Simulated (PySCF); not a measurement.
# Reading the logs of faulty runs: ClGeH3NSi cation

All numbers below are calculated, not measured. They come from PySCF 2.14.0, an open-source quantum chemistry program, on an isolated molecule that a program drew, which may never have been made. The molecule is ClGeH3NSi cation (charge +1, singlet), drawn as the SMILES string `[NH]=[GeH][SiH+]Cl`.

Each row is a Hartree-Fock (HF) and frozen-core CCSD(T) single point in the cc-pV(D+d)Z basis, meant for a local HF minimum. Run 1 is clean. Each other run has one planted mistake out of seven kinds, and not every kind appears here: one electron removed, one electron added, multiplicity raised by two, geometry at a saddle point, minimal basis STO-3G, one bond length entered in bohr, all coordinates scaled. The reference is restricted for singlets and unrestricted otherwise, and also for a bond in bohr. Adding or removing an electron swaps singlet and doublet. Electrons count all cores. HOMO and LUMO are orbital energies over both spins, the gradient is its largest component, and the lowest frequency (negative if imaginary) is given only where the gradient is small. Bond lengths are over the 6 bonds as drawn. T1 is the CCSD diagnostic: over 0.02 (restricted) or 0.045 (unrestricted) a single reference is doubtful. Germanium has the cc-pVDZ-PP basis, with a core potential (ECP10MDF) in place of its 10 inner electrons, and its 3s, 3p and 3d shells are frozen in CCSD(T).

Geometry of the clean run:
```xyz
7
ClGeH3NSi cation, angstrom
N    -0.5901    2.2469   -0.5676
Ge    0.0977    0.9744    0.2572
Si   -1.0725   -1.1710    0.1449
Cl   -0.4386   -2.8117    1.0455
H    -1.4490    2.0972   -1.0770
H     1.3523    0.9247    1.0817
H    -2.3199   -1.3729   -0.5996
```

```
run,electrons,basis functions,<S^2>,HOMO (eV),LUMO (eV),gradient (hartree/bohr),lowest frequency (cm^-1),mean bond (Å),longest bond (Å),T1,HF (hartree),CCSD(T) (hartree),mistake
1,72,98,0.000,-14.84,-6.16,1.3e-05,46,1.6777,2.446,0.0233,-1097.69608,-1098.24202,no fault
2,72,98,2.065,-12.91,-5.25,8.0e-02,-,1.6777,2.446,0.0304,-1097.67954,-1098.17699,multiplicity raised by two
3,73,98,1.095,-7.73,1.31,7.7e-02,-,1.6777,2.446,0.0472,-1097.95922,-1098.49529,one electron added
4,71,98,0.868,-21.72,-11.41,4.7e-02,-,1.6777,2.446,0.0326,-1097.23291,-1097.72039,?
```

**Which mistake was planted in run 4, and what did it cost?**

It counts 71 electrons, one fewer than the clean run, at the same geometry and basis. So the mistake is: one electron removed. Subtracting run 1 and multiplying by 627.51 kcal/mol a hartree, the energy moved by 290.6 kcal/mol in HF and 327.3 kcal/mol in CCSD(T).

Cautions from the logs. Run 1: T1 is over the limit, so its CCSD(T) energy is less reliable; run 3: T1 is over the limit, so its CCSD(T) energy is less reliable.
